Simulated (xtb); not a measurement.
CH4AlBrO, SMILES [CH3][Al]([OH])[Br]. All values are semi-empirical tight-binding results from xtb (GFN2-xTB unless named), good for trends rather than for accurate numbers. Geometry optimised at GFN2-xTB. The structure was generated by enumeration; whether it is a known compound was not checked. The values are those of a single conformer.

Optimised geometry:

Bond lengths (Å): Al1–Br2 2.267, Al1–C3 1.982, Al1–O7 1.640, C3–H4 1.092, C3–H5 1.092, C3–H6 1.092, O7–H8 0.946. Angles (°): Br2–Al1–C3 119.8, Br2–Al1–O7 116.2, C3–Al1–O7 124.0, Al1–C3–H4 111.2, Al1–C3–H5 111.1, Al1–C3–H6 112.3, H4–C3–H5 106.5, H4–C3–H6 107.6, H5–C3–H6 107.8, Al1–O7–H8 177.5.

For metal compounds this method's bond lengths and energies can be far off.

```yaml
orbital_gap: 4.38 eV
zero_point_energy: 30.6 kcal/mol
G − E(el) at 298.15 K (modified RRHO): 10.4 kcal/mol
```

Computed atomic charges and the Wiberg bond orders between heavy atoms:
charges (e) Al1 0.39, Br2 -0.21, C3 -0.20, H4 0.06, H5 0.06, H6 0.06, O7 -0.47, H8 0.31. Bond orders Al1–Br2 1.19, Al1–C3 1.03, Al1–O7 1.38.
